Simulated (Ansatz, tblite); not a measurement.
Forces on the cluster Ag₂O⁺ at its r2SCAN-D4/def2-TZVP geometry. Charge 1, multiplicity 2.

In the def2 sets Ag takes a core potential; there is no spin–orbit coupling. The xTB rows come from tblite. The structure comes from a short search, and lower isomers may exist.

GFN1-xTB (tblite), largest force 2.01 eV/Å:

```xyz
3
positions Å, forces eV/Å
Ag   -0.562    0.854   -1.694    0.490   -0.273    1.932
Ag    0.584   -1.172    1.483   -0.582    1.622   -1.039
O    -0.022    0.318    0.211    0.092   -1.348   -0.893
```

GFN2-xTB (tblite), largest force 1.00 eV/Å:

```
Ag 0.260 -0.242 0.931
Ag -0.293 0.737 -0.603
O 0.034 -0.495 -0.328
```

PBE0-D4/def2-TZVP (Ansatz), largest force 0.34 eV/Å:

```
Ag -0.093 0.118 -0.302
Ag 0.100 -0.223 0.232
O -0.007 0.106 0.070
```
